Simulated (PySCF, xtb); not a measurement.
H₂Te₂, SMILES [TeH][TeH].

GFN2-xTB (xtb) at its own geometry gives an orbital gap of 3.88 eV and a dipole moment of 0.33 D.

Geometry optimised at B3LYP-D3(BJ)/def2-TZVP. The def2 effective core potentials stand for the cores of Te; spin–orbit coupling is left out.

Problem. What does HF/def2-TZVPD (PySCF) give? (The exact figures need the calculation; the answer reports its results.)

Solution. gap 9.33 eV (levels -8.94 and 0.38 eV), dipole 0.37 D.
